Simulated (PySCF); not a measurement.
## Spin-rotation constants: `C#C[C@H](F)C#[N+][AlH2-][CH3]`, C5H7AlFN

Molfile (atoms numbered from 1):
```
C5H7AlFN
     RDKit          3D

 15 14  0  0  0  0  0  0  0  0999 V2000
   -2.6934   -1.2298   -2.1826 C   0  0  0  0  0  0  0  0  0  0  0  0
   -2.6289   -0.6759   -1.1246 C   0  0  0  0  0  0  0  0  0  0  0  0
   -2.5365    0.0493    0.1369 C   0  0  2  0  0  0  0  0  0  0  0  0
   -3.1638    1.2720    0.0685 F   0  0  0  0  0  0  0  0  0  0  0  0
   -1.1206    0.2126    0.4248 C   0  0  0  0  0  0  0  0  0  0  0  0
    0.0064    0.2960    0.6107 N   0  0  0  0  0  0  0  0  0  0  0  0
    1.8477    0.1076   -0.1814 Al  0  0  0  0  0  4  0  0  0  0  0  0
    3.0372   -0.3751    1.3430 C   0  0  0  0  0  0  0  0  0  0  0  0
   -2.7594   -1.7359   -3.1002 H   0  0  0  0  0  0  0  0  0  0  0  0
   -3.0232   -0.5142    0.9519 H   0  0  0  0  0  0  0  0  0  0  0  0
    1.3535   -1.0090   -1.1740 H   0  0  0  0  0  0  0  0  0  0  0  0
    1.7809    1.5470   -0.7858 H   0  0  0  0  0  0  0  0  0  0  0  0
    4.0037   -0.7658    1.0003 H   0  0  0  0  0  0  0  0  0  0  0  0
    3.2717    0.4755    1.9947 H   0  0  0  0  0  0  0  0  0  0  0  0
    2.6202   -1.1521    1.9960 H   0  0  0  0  0  0  0  0  0  0  0  0
  1  2  3  0
  2  3  1  0
  3  4  1  0
  3  5  1  0
  5  6  3  0
  6  7  1  0
  7  8  1  0
  1  9  1  0
  3 10  1  1
  7 11  1  0
  7 12  1  0
  8 13  1  0
  8 14  1  0
  8 15  1  0
M  CHG  2   6   1   7  -1
M  END
```

Theory: PySCF 2.14.0, GIAO BHandHLYP/pcSseg-1 magnetisability, rotational g tensor and spin-rotation constants, non-relativistic, gas phase. Geometry: GFN2-xTB.

Problem. Give the nuclear spin-rotation constants along the inertial axes (H = +C I·J) beside the isotropic shieldings.

Solution. Rotational constants 3.2775, 0.6901, 0.6094 GHz. A star marks the isotopologue with that one atom substituted, in its own axes.
```tsv
atom	isotope	Caa (kHz)	Cbb (kHz)	Ccc (kHz)	mean (kHz)	σ (ppm)
F4	19F	1.375	0.236	0.406	0.672	388.0
N6	14N	0.105	0.144	0.116	0.122	-1.7
Al7	27Al	1.835	0.415	0.356	0.869	424.6
H9	1H	-0.359	0.010	-0.070	-0.140	28.9
H10	1H	-0.287	-0.063	0.016	-0.111	26.0
H11	1H	-0.172	0.007	-0.046	-0.070	27.8
H12	1H	-0.229	-0.048	0.013	-0.088	27.8
H13	1H	-0.103	-0.053	-0.070	-0.075	32.5
H14	1H	-0.294	-0.014	-0.066	-0.125	32.3
H15	1H	-0.332	-0.083	-0.001	-0.139	32.4
C1	13C*	1.050	0.075	0.207	0.444	90.7
C2	13C*	1.063	0.009	0.201	0.424	115.0
C3	13C*	0.755	0.146	0.115	0.339	120.0
C5	13C*	0.072	0.306	0.269	0.216	62.2
C8	13C*	0.340	0.061	0.059	0.153	199.5
```
For the geometry as given, no vibrational averaging.

Problem. How do the rotational constants and the g tensor change when H9, H10, H11, H12, H13, H14, H15 are replaced by deuterium?

Solution. Constants 2.8357, 0.6209, 0.5514 GHz; g -0.0202, -0.0076, -0.0059, against -0.0231, -0.0086, -0.0068 before.
